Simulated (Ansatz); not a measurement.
Consider the formal exchange of groups at the Se–C bond: `C/N=C/[SeH]` + `Cl[CH2][GeH3]` → `Cl[CH2][GeH2][SeH]` + `C=NC`.

Gas-phase electronic energies from Ansatz, PBE0-D4/def2-TZVP geometries. CCSD(T)/CBS adds triple-zeta CCSD(T) − MP2 to the extrapolated MP2 energy (def2 sets, frozen cores). DFT in def2-TZVPP. B3LYP here is the variant with VWN-RPA as its local correlation; programs differ in this. For Ge, Se outer-core shells are correlated without core-valence functions, which leaves a few kJ/mol of doubt a bond. Scalar relativity is left out up to krypton. Each species was taken in one conformer, which may not be the lowest.

`C/N=C/[SeH]`:

Cartesian coordinates in Å:
```
C -1.229 0.187 0.866
N -0.344 -0.685 0.138
C 0.632 -0.175 -0.457
Se 1.835 -1.275 -1.434
H -0.941 1.247 0.818
H -2.244 0.078 0.474
H -1.258 -0.124 1.914
H 0.867 0.898 -0.466
H 2.682 -0.151 -1.853
```

`Cl[CH2][GeH3]`:

```xyz
8

Cl   -0.347   -2.034    0.939
C    -0.174   -0.261    0.946
Ge    0.176    0.407   -0.870
H    -1.096    0.158    1.347
H     0.645   -0.012    1.619
H     1.477   -0.218   -1.389
H    -0.998    0.021   -1.778
H     0.316    1.939   -0.815
```

`Cl[CH2][GeH2][SeH]`:

Z-matrix (Å, degrees):
```
C
Ge 1 1.968
Cl 1 1.776 2 110.7
H 1 1.090 2 110.5 3 119.5
H 1 1.089 2 110.7 3 -119.7
Se 2 2.352 1 110.6 3 64.5
H 2 1.539 1 109.2 3 -174.8
H 2 1.533 1 109.1 3 -52.4
H 6 1.469 2 92.5 1 83.0
```

`C=NC`:

```xyz
8

C     0.848   -0.452    0.874
N    -0.372   -0.287    0.623
C    -0.725    0.330   -0.628
H     1.652   -0.149    0.187
H     1.143   -0.918    1.814
H     0.142    0.605   -1.247
H    -1.365   -0.353   -1.194
H    -1.321    1.225   -0.430
```

CCSD(T)/CBS gives -20.9 kcal/mol.

Question: Another level gave -18.2 kcal/mol. Which?
A. B3LYP-D4/def2-TZVPP
B. PBE-D4/def2-TZVPP
C. HF/def2-TZVPP
D. CCSD/def2-TZVPP

Answer: B. PBE-D4 -18.2, B3LYP-D4 -19.7, CCSD/def2-TZVPP -20.9, HF/def2-TZVPP -22.8 kcal/mol.

Largest T1 diagnostic among the species: 0.011.

From PBE to PBE0 (25 % exact exchange), in def2-TZVPP and without D4, ΔE moves by −1.8 kcal/mol. In def2-TZVPP, CCSD(T) changes the Hartree–Fock value by +2.5 kcal/mol (the triples alone add +0.5 kcal/mol) and MP2 by +2.4 kcal/mol.
